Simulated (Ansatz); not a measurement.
System: C6H4Br (charge 0, doublet). It need not be the lowest isomer of its formula. SMILES: [c]1c(cccc1)Br
Geometry from a B3LYP-D3(BJ)/def2-TZVP (Ansatz, a first-principles code) optimisation:
```xyz
11

C     -2.8706     0.1772    -0.1877
C     -2.2690    -1.0824    -0.0979
C     -0.9028    -1.1031    -0.0112
C     -0.0962    -0.0044    -0.0059
C     -0.6994     1.2500    -0.0955
C     -2.0855     1.3260    -0.1857
Br     1.7999    -0.1739     0.1203
H     -3.9481     0.2528    -0.2585
H     -2.8613    -1.9883    -0.0978
H     -0.0905     2.1441    -0.0941
H     -2.5557     2.2980    -0.2553
```
Charge 0, spin multiplicity 2.

Quantity: atomisation energy (electronic, to ground-state atoms), in eV. Correlated levels leave the core frozen unless marked. UHF or UKS for open shells. No spin-orbit coupling. Frozen are the shells of the preceding noble gas and the d and f shells that filled before the atom's block. No relativistic terms. The coupled-cluster limit lacks core correlation, which all-electron functionals hold. CBS(X,Y): correlation extrapolated as X^-3; Hartree-Fock from the larger set.

The UHF reference is spin-contaminated (<S^2> 0.61 over the pure value in the largest basis). 

| level | program | atomisation energy (eV) |
|---|---|---|
| r2SCAN-D4/def2-TZVPD | Ansatz + dftd4 | 53.47 |
| PBE0-D4/def2-TZVP | Ansatz + dftd4 | [?] |
| BHLYP-D3(BJ)/def2-TZVPD | Ansatz + dftd3 | 50.98 |
| BHLYP/def2-TZVPD | Ansatz | 50.50 |
| r2SCANh/def2-TZVPD | Ansatz | 52.98 |
| HSE06-D4/def2-TZVPD | Ansatz + dftd4 | 54.02 |
| B2PLYP-D4/def2-TZVPD | Ansatz + dftd4 | 52.48 |
| RPA@PBE/cc-pVTZ | Ansatz | [?] |
| SCS-MP2/cc-pVDZ | Ansatz | 48.08 |
| SCS-MP2/cc-pVTZ | Ansatz | 50.69 |
| CCSD/6-31G | Ansatz | 45.39 |
| CCSD(T)/CBS(cc-pVTZ,cc-pVQZ) | Ansatz | 52.37 |

Problem. Complete the blanks.

Solution. 
- PBE0-D4/def2-TZVP, atomisation energy (eV): 53.95
- RPA@PBE/cc-pVTZ, atomisation energy (eV): 47.97
